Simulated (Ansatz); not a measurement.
Cost and result for the atomization energy of H2InS2, SMILES `[SH][In][SH]` radical (5 atoms, 4 bonds).

```xyz
5

S     0.2473   -0.1412   -1.7596
In    0.4649   -0.7988    0.5709
S    -0.6190    0.6534    2.1875
H     0.9646   -1.1830   -2.2106
H    -1.0578    1.4696    1.2118
```

Total charge 0; spin multiplicity 2. Correlated methods include outer-core shells of In, which these sets cover unevenly. In: def2 effective core potential. The structure was optimised at the PBE0-D4/def2-TZVP level. It is one conformer, not always the lowest. Program: Ansatz. Hardware: A = 2 threads of an AMD EPYC 7R13 on a shared host; B = 2 threads of an AMD EPYC 7R13 on a shared host and a share of an NVIDIA H100 80 GB. Times are those of one run each, without the atoms' runs, and a repeat can differ threefold. Electronic energies, without spin–orbit coupling; frozen cores. CCSD(T)/CBS adds CCSD(T) − MP2 in def2-TZVPP to the MP2 limit, and its time is that of the two runs behind it. T1 = 0.018; ⟨S²⟩ of the reference is 0.76. With those shells the extrapolation isn't a true limit. B3LYP takes the VWN-RPA correlation (the form of Gaussian; ORCA's B3LYP/G).

CCSD(T)/CBS is a level of theory with its own doubt, some kJ/mol a heavy atom from the limit and from the frozen cores, so smaller differences don't rank the functionals.

| level | functions | wall time |
| --- | --- | --- |
| PBE-D4/def2-TZVPP (with forces) [A] | 162 | 5.5 s |
| B3LYP-D4/def2-TZVPP (with forces) [A] | 162 | 6 s |
| PBE0-D4/def2-TZVPP [A] | 162 | 6 s |
| r2SCAN-D4/def2-TZVPP (with forces) [A] | 162 | 7 s |
| B2PLYP/def2-TZVPP [A] | 162 | 8.5 s |
| ωB97X-V/def2-TZVPP [A] | 162 | 12 s |
| ωB97M-V/def2-TZVPP (with forces) [A] | 162 | 16 s |
| CCSD(T)/def2-TZVPP [B] | 162 | 18 s |
| CCSD(T)/def2-QZVPP [B] | 282 | 24 s |
| CCSD(T)/CBS(def2) | – | 42 s |

Task: What atomization energy does each give, and how far from CCSD(T)/CBS? (Estimate.)

Result: Computed: 
| level | atomization (kJ/mol) | difference from CCSD(T)/CBS | per bond |
| --- | --- | --- | --- |
| PBE-D4/def2-TZVPP (with forces) [A] | 1235.5 | 21.0 | 5.3 |
| B3LYP-D4/def2-TZVPP (with forces) [A] | 1196.1 | -18.4 | -4.6 |
| PBE0-D4/def2-TZVPP [A] | 1211.7 | -2.8 | -0.7 |
| r2SCAN-D4/def2-TZVPP (with forces) [A] | 1233.6 | 19.1 | 4.8 |
| B2PLYP/def2-TZVPP [A] | 1176.1 | -38.4 | -9.6 |
| ωB97X-V/def2-TZVPP [A] | 1223.7 | 9.2 | 2.3 |
| ωB97M-V/def2-TZVPP (with forces) [A] | 1223.2 | 8.7 | 2.2 |
| CCSD(T)/def2-TZVPP [B] | 1167.5 | -47.0 | -11.7 |
| CCSD(T)/def2-QZVPP [B] | 1200.3 | -14.2 | -3.5 |
| CCSD(T)/CBS(def2) | 1214.5 | 0.0 | 0.0 |

From PBE to PBE0 (25 % exact exchange), in def2-TZVPP and without D4, the atomization energy moves by −22.0 kJ/mol: exact exchange takes away binding that semilocal exchange gives to molecules. The D4 term adds +21.1 kJ/mol with B3LYP and +11.0 kJ/mol with PBE0; it sums over pairs of atoms, weighted by their polarisabilities, and B3LYP, whose exchange is more repulsive, gets the larger term. In def2-TZVPP, CCSD(T) changes the Hartree–Fock value by +347.5 kJ/mol (the triples alone add +29.9 kJ/mol) and MP2 by +354.1 kJ/mol; breaking electron pairs costs correlation energy, which Hartree–Fock lacks.

Spin–orbit coupling would lower the free In atoms strongly, and the atomization energy with them, by more than many differences here.
